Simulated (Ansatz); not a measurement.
Ansatz (a quantum-chemistry and plane-wave program) input (r2SCAN/def2-TZVPD):

Ansatz 0.2 input:
```yaml
crystal:
  periodic: [false, false, false]
  atoms:
    - {symbol: Si, position_ang: [0.01691740, -0.03500288, 1.02319189]}
    - {symbol: Br, position_ang: [2.09396033, -0.27956721, -0.18080782]}
    - {symbol: Br, position_ang: [-0.80307311, 1.96148655, -0.05624309]}
    - {symbol: Br, position_ang: [-1.29765418, -1.66791818, -0.17222584]}
basis:
  gaussian:
    orbitals: def2-TZVPD
hamiltonian:
  xc: {name: r2SCAN}
total_charge: -1
output: {forces: true}
```

Output:

```
Functional definition: r2SCAN
integrals: 0.23 GiB planned
1535 factors; their error is unknown
0.28 GiB of the device are held for the grids
1.33 GiB of device memory are held for the factors and their scratch space
mean field: 1.05 GiB planned
mean field evaluation 1: about -218020.3979 eV, gradient 1.9e1 eV
mean field evaluation 2: about -218020.0990 eV, gradient 2.0e1 eV
mean field evaluation 4: about -218020.8140 eV, gradient 1.0e0 eV
mean field evaluation 8: about -218020.7988 eV, gradient 1.4e-2 eV
mean field evaluation 16: about -218020.7988 eV, gradient 1.6e-5 eV
mean field -218020.79876780 eV, -8012.1165749114 hartree, gradient 1.6e-5 eV, S^2 0.000000; 0 other end points of the search recorded, 0 dependent functions left out
the calculation of the forces begins
reference -218020.79879143 eV, -8012.1165757801 hartree; 60, 60 occupied and 154, 154 virtual orbitals, 1535 factors
Total energy: -218020.79879143 eV, -8012.1165757801 hartree
Atom 0 at     0.016917    -0.035003     1.023192 Å, force    -0.003189     0.007369    -0.206738 eV/Å
Atom 1 at     2.093960    -0.279567    -0.180808 Å, force    -0.152017     0.018209     0.072219 eV/Å
Atom 2 at    -0.803073     1.961487    -0.056243 Å, force     0.059459    -0.145383     0.063126 eV/Å
Atom 3 at    -1.297654    -1.667918    -0.172226 Å, force     0.095747     0.119804     0.071392 eV/Å
Dipole moment:    -0.000482     0.000973    -0.028710 e Å
```

It need not be the lowest isomer of its formula. Whether it binds its extra electron was not tested at this geometry.
